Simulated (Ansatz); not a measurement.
Ideal-gas functions of BH₂O₂S, SMILES `OB(O)[S]` radical at 500 K and 1 bar, from an Ansatz frequency run at PBE0-D4/def2-TZVP.

Molar mass 76.89 g/mol, point group Cs (symmetry number 1), electronic degeneracy 2, moments of inertia 49.43, 108.013, 157.443 u Å². Harmonic wavenumbers (cm⁻¹, unscaled): 270, 383, 391, 474, 596, 640, 984, 1000, 1289, 1425, 3864, 3907.

Use S(trans) = R[1.5 ln M + 2.5 ln T − 1.1517]; rotational temperatures θ = 24.2544 K / I; S(rot) = R[ln(√π/σ · √(T³/θAθBθC)) + 1.5]; for each mode x = 1.438777 ν̃/T, S = R[x/(eˣ − 1) − ln(1 − e⁻ˣ)] and H = RT x/(eˣ − 1); 1 cm⁻¹ = 0.0119627 kJ/mol; R = 8.31446 J/(mol·K).

By hand: the entropy, in J/(mol·K).

Translation 173.8. Rotation: θ = 0.4907, 0.2246, 0.1541 K, giving 111.7. Vibration, mode by mode: 10.62, 7.91, 7.76, 6.35, 4.78, 4.32, 1.98, 1.91, 0.98, 0.71, 0.00, 0.00, in all 47.3. Electronic 5.8. Sum 338.6 J/(mol·K).

By hand: H − E and G − E in kJ/mol, counted from the electronic energy.

Zero-point energy ½ × 15223 × 0.0119627 = 91.1; thermal vibration 14.4; translation, rotation and pV give 4 RT = 16.6. H − E = 122.1 kJ/mol, and G − E = 122.1 − 500 × 338.6/1000 = -47.2 kJ/mol.

Vibration gives 14 % of the entropy. The sum counts one conformer and one mirror image; others add a mixing term.
